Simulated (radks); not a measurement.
Polarisability of the argon ion Ar4+, [Ne] 3s2 3p2, at imaginary frequency. All-electron calculation, non-relativistic Kohn-Sham, PBE, spin-unpolarised, spherical densities, point nucleus. Program: a radial shooting solver on a logarithmic mesh with Libxc functionals. Response by self-consistent Sternheimer equations with the Hartree and adiabatic LDA kernel.

w (hartree),alpha1(iw) (bohr^3)
0.00266,2.822
0.0143,2.822
0.0360,2.818
0.0697,2.806
0.118,2.777
0.186,2.714
0.280,2.590
0.413,2.368
0.605,2.016
0.892,1.538
1.35,1.010
2.12,0.5581
3.59,0.2585
6.94,0.09931
17.5,0.02600

Static values: alpha1 = 2.822 bohr^3 (0.4182 angstrom^3; uncoupled 4.773). C6 = 5.987, triple-dipole C9 = 12.29 atomic units. One-pole (London) frequency 4 C6 / (3 alpha1^2) = 1.002 hartree, against 2.406 for minus the highest occupied eigenvalue.
